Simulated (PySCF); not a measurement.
Delta-SCF ions had no search for a lower state. Excitations are Tamm–Dancoff values on a coarser integration grid. The basis has no diffuse functions, so Rydberg states are missing or too high.

Z-matrix (Å, degrees):
```
B
O 1 1.3695
H 2 0.9620 1 112.78
O 1 1.3695 2 120.00 3 180.00
H 4 0.9620 1 112.78 2 0.00
O 1 1.3695 2 120.00 3 0.00
H 6 0.9620 1 112.78 2 180.00
```
Charge 0, multiplicity 1.

### Question
Estimate the T1 excitation (TDA), HOMO–LUMO gap, dipole moment, vertical ionisation energy (Delta-SCF) and S1–T1 gap (TDA) that M06-2X/def2-TZVP // B3LYP-D3(BJ)/def2-TZVP run with PySCF returns for this input.

### Answer

```json
{
  "T1 excitation (TDA)": "8.39 eV",
  "HOMO–LUMO gap": "12.24 eV",
  "dipole_moment": "0.00 D",
  "vertical ionisation energy (Delta-SCF)": "12.44 eV",
  "S1–T1 gap (TDA)": "0.30 eV"
}
```
